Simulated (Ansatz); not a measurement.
Diatomic CoCl, multiplicity 3 (the spin of the measured ground state). No spin–orbit coupling. Co is treated without relativity.

D_e counts from the fitted minimum to each atom's lowest state at the same level, without counterpoise.

Run with Ansatz (Gaussian orbitals). Each number belongs to the level named beside it.

**Question.** What bond energy D_e does CAM-B3LYP/def2-TZVPP give?

**Answer.** 3.78 eV

**Question.** Estimate the bond energy D_e that SVWN5/def2-TZVPP returns for this input.

**Answer.** 4.72 eV

**Question.** What is the computed bond energy D_e (BHLYP/def2-TZVPP)?

**Answer.** 3.00 eV

Ansatz is a program for electronic structure.
